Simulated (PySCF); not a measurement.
A PySCF script (with the pyscf-properties extension) for the NMR shieldings of `C=C1C[C@H]1BCSC`, C$_{6}$H$_{11}$BS, on a GFN2-xTB geometry:

```python
import basis_set_exchange as bse
import numpy as np
from pyscf import gto, dft
from pyscf.prop import nmr

atoms = """
C     2.675084    0.936848   -0.659056
C     2.109590   -0.112264   -0.121480
C     2.163327   -1.202954    0.843321
C     0.941541   -1.007082   -0.061812
B    -0.417002   -0.492562    0.543451
C    -1.770932   -1.074284    0.018658
S    -1.555845    0.508483   -0.887746
C    -2.573423    1.625980    0.129429
H     3.651472    1.276790   -0.350333
H     2.191293    1.502811   -1.439696
H     2.817953   -2.041523    0.648076
H     2.054630   -0.974288    1.894427
H     0.876083   -1.715766   -0.884675
H    -0.399731    0.169334    1.515641
H    -2.694523   -1.050252    0.584941
H    -1.779204   -1.885219   -0.701229
H    -2.250807    1.578733    1.163800
H    -3.617042    1.337922    0.037903
H    -2.432267    2.628545   -0.261423
"""
names = dict.fromkeys(["C", "B", "S", "H"], "pcSseg-1")
basis = {el: gto.basis.parse(bse.get_basis(n, elements=[el], fmt="nwchem")) for el, n in names.items()}
mol = gto.M(atom=atoms, basis=basis, charge=0, verbose=0)
mf = dft.RKS(mol, xc="PBE0")
mf.grids.level = 2
mf.grids.alignment = dft.numint.BLKSIZE   # the property module wants whole blocks of grid points
mf.conv_tol = 1e-9
mf.kernel()

calc = nmr.RKS(mf)   # GIAO
C = mf.mo_coeff
Co = C[:, mf.mo_occ > 0]
resp = mf.gen_response(singlet=True, hermi=2)
def vind(x):   # induced exchange potential for any number of trial vectors
    d = np.einsum("pi,xij,qj->xpq", C, 2 * x.reshape(-1, C.shape[1], Co.shape[1]), Co, optimize=True)
    return np.einsum("xpq,pi,qj->xij", resp(d - d.transpose(0, 2, 1)), C, Co, optimize=True).ravel()
mo1, _ = nmr.rhf.solve_mo1(calc, with_cphf=vind)
sigma = calc.kernel(mo1)
for i, s in enumerate(sigma):   # ppm
    print("%2d %-2s %9.2f" % (i, mol.atom_pure_symbol(i), np.trace(s) / 3))
```

Problem. What are the results?

Solution. 
```
 0 C      81.87
 1 C      39.40
 2 C     174.74
 3 C     174.27
 4 B      96.14
 5 C     153.92
 6 S     728.02
 7 C     160.07
 8 H      26.00
 9 H      25.98
10 H      30.39
11 H      30.60
12 H      31.55
13 H      29.37
14 H      30.08
15 H      29.53
16 H      30.10
17 H      29.76
18 H      29.79
```

These numbers come from an equivalent density-fitted implementation of the same equations, which agrees with the script to about 0.01 ppm for H and up to a few tenths of a ppm for heavy atoms, so last digits may differ.

Size and cost of the density-fitted run: 198 basis functions, 32 s wall time on 1 thread of an Arm Neoverse V1, shared host; peak memory 0.88 GiB.
